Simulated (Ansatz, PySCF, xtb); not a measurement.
GeH4O2 (SMILES [OH][GeH2][OH]) and CH4 (SMILES C) are pulled apart as rigid monomers along the line of their centres of mass, from the B3LYP-D3(BJ)/def2-TZVP minimum. Starting geometry (charge 0, multiplicity 1):
```xyz
12

O      1.00359    -0.95433    -0.00969
Ge    -0.47691     0.02249    -0.24237
O     -0.30373     1.59505     0.58344
H      1.78806    -0.53920    -0.38304
H     -0.67766     0.40253    -1.71475
H     -1.57731    -0.84070     0.38618
H     -0.19936     1.50039     1.53633
C      0.38124    -0.11755     3.52916
H      0.55350    -0.65886     4.45810
H      0.85063     0.86416     3.60144
H      0.81379    -0.67141     2.69720
H     -0.69359    -0.00598     3.38229
```

Interaction energies with rigid monomers; basis-set methods are counterpoise corrected unless marked otherwise.

Frozen-core correlation. Filled d and f shells under p-block atoms count as core. Rows in 3-21G, 6-31G* carry no dispersion term and start afresh at each structure (6-31G* with six Cartesian d functions); the Pople sets are all-electron and without relativity.

Codes used: Ansatz (a program for electronic structure); PySCF for 3-21G rows, 6-31G* rows, the dispersion terms; xtb for the GFN methods. Values without a source in brackets are computed.

| H7···C8 (Å) | GFN2-xTB (kcal/mol) | HF/3-21G (no counterpoise) (kcal/mol) | BP86/6-31G* (no counterpoise) (kcal/mol) | PBE0-D4/def2-TZVPPD (kcal/mol) | CCSD/aug-cc-pVDZ (kcal/mol) |
|---|---|---|---|---|---|
| 2.42 | -1.14 | -1.12 | 0.11 | -1.44 | -0.05 |
| 2.63 | -1.97 | -1.66 | -0.52 | -1.93 | ___ |
| 2.96 | -1.86 | -1.24 | -0.48 | -1.66 | -1.07 |
| 3.55 | -1.06 | -0.49 | -0.18 | -0.89 | -0.60 |
| 4.52 | -0.34 | -0.11 | -0.06 | ___ | -0.19 |

Problem. What belongs in the gaps?

Solution. 
- 4.52, PBE0-D4/def2-TZVPPD (kcal/mol): -0.27
- 2.63, CCSD/aug-cc-pVDZ (kcal/mol): -0.98
